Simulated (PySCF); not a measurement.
Input of a response calculation (the driver script's job line, then coordinates in Å):

```
{"job": {"kind": "uv", "xc": "wB97X-D", "basis": "def2-SVPD", "ip": true, "dynamic": true}, "charge": 0, "multiplicity": 1}
N     -1.636505     0.442832    -0.508465
Si    -0.956723    -0.641798     0.641801
O      0.694541    -0.497649     0.778740
Ge     1.865525     0.222271    -0.349290
H     -1.869610     1.406568    -0.307940
H     -1.833876     0.183901    -1.466138
H     -1.523825    -0.353664     1.988708
H     -1.289031    -2.022018     0.182473
H      1.633317    -0.337309    -1.767886
H      3.249431    -0.183301     0.178746
H      1.703110     1.754087    -0.347897
```

Its output, with some lines taken out ([cut]) and without the SCF cycles:

```
converged SCF energy = -2500.3384007521

Static polarisability (au): isotropic 68.241, principal 63.116 65.806 75.801

Singlet excitations
state   eV       nm        f      main configurations
  1   6.8028    182.3   0.05819   H->L 0.56, H->L+2 0.22, H->L+1 0.17
  2   7.2474    171.1   0.00121   H-1->L+1 0.82
[cut]
  4   7.7301    160.4   0.08016   H-1->L 0.82
  5   8.0206    154.6   0.01414   H-2->L+1 0.65, H->L+1 0.10
  6   8.2247    150.7   0.03521   H->L+2 0.25, H-2->L 0.22, H->L 0.19
  7   8.4279    147.1   0.01217   H->L+7 0.38, H-2->L 0.14, H-1->L+2 0.13
  8   8.4566    146.6   0.00875   H-1->L+2 0.45, H->L+7 0.23
[cut]
 10   8.5710    144.7   0.01734   H-1->L+4 0.24, H-3->L+1 0.16, H-2->L 0.13

[cut]
Vertical ionisation energy (delta-SCF) = 9.9945 eV
```

The calculation used TDDFT wB97X-D/def2-SVPD, vertical, gas phase, core orbitals frozen in the response in PySCF. Isolated species at its PBE0-D3(BJ)/def2-SVP geometry (one conformer only). Relativistic effects, spin–orbit coupling among them, are left out although an element past zinc is present.

Question: Restore the lines that were cut, in order.

Answer: 
```
  3   7.5897    163.4   0.04005   H->L+1 0.51, H-2->L+1 0.18, H->L+2 0.09
  9   8.4887    146.1   0.02238   H-2->L 0.24, H->L+7 0.19, H->L+4 0.18
Triplet excitations (Tamm-Dancoff, eV): 6.5099 6.9395 7.1733 7.4807
```

Question: What is the polarisability anisotropy, √(½[(α1 − α2)² + (α2 − α3)² + (α3 − α1)²])?

Answer: 11.58 au.

Question: Which orbital energies lie behind H and L?

Answer: HOMO -9.61 eV and LUMO 1.69 eV, a gap of 11.30 eV; state 1 differs from that by -4.49 eV.

Question: How much of the mean polarisability do the listed states account for?

Answer: The sum over states Σ f/ΔE² (ΔE in hartree) gives 3.63 au, 5% of the total; the rest comes from higher roots of the same response equations.

Question: Which species is it?

Answer: `N[SiH2][O][GeH3]` (GeH7NOSi).

H and L stand for HOMO and LUMO.

Shape of the structure used: `[NH2:1][SiH2:2][O:3][GeH3:4]`: N1–Si2–O3–Ge4 -19°, H–N1–Si2–O3 -83°, H–N1–Si2–O3 96°.

Note: wB97X-D ran without an empirical dispersion term, which enters the total energy and its gradient alone.
